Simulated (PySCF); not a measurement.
## Nitrogen: a sound run and one with changed settings

Sound run: N+ [He] 2s2 2p2, N(2+) [He] 2s2 2p1. All numbers are calculated (PySCF 2.14, the spin-free X2C one-electron Hamiltonian (Gaussian nucleus), in cc-pVDZ-DK). The sound run starts from symmetry-adapted Hartree-Fock orbitals and uses a fine grid where one is needed.

Changed run: initial guess atom, at most 50 SCF cycles, level shift 10.0 hartree.

```
species  method  sound run (hartree)  changed run (hartree)  converged
     N+     UHF            -53.90990              -53.90990         no
     N+    TPSS            -54.09348              -54.09348         no
     N+   M06-L            -54.07332              -54.07332         no
  N(2+)     UHF            -52.83536              -52.83536         no
  N(2+)    TPSS            -52.99471              -52.99471         no
  N(2+)   M06-L            -52.97490              -52.97490         no
```

A level shift slows the SCF but leaves a converged energy unchanged.
